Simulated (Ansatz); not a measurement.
Reaction (substitution at a C–Al bond): `[CH3][Al]([CH3])[C]#N` + `S[Si]S` → `CS[Si]S` + `[CH3][AlH][C]#N`

Isolated molecules relaxed with PBE0-D4/def2-TZVP in Ansatz; ΔE leaves out vibrations. CCSD(T)/CBS adds triple-zeta CCSD(T) − MP2 to the extrapolated MP2 energy (def2 sets, frozen cores). This one scheme is used for every species. Functionals use def2-TZVPP. Each species was taken in one conformer, which may not be the lowest.

| level | ΔE (eV) |
| --- | --- |
| PBE-D4 | 0.58 |
| r2SCAN-D4 | 0.62 |
| PBE0 | 0.60 |
| HF/def2-TZVPP | 0.58 |
| MP2/def2-TZVPP | 0.60 |
| SCS-MP2/def2-TZVPP | 0.58 |
| CCSD/def2-TZVPP | 0.63 |
| CCSD(T)/def2-TZVPP | 0.61 |

(1) What does CCSD(T)/CBS give? (Best estimate.)

Largest T1 diagnostic among the species: 0.015.

Answers

(1) The calculation gave: +0.60 eV. The listed levels differ from it by -0.02, 0.02, 0.00, -0.02, 0.00, -0.02, 0.03, 0.01 eV.
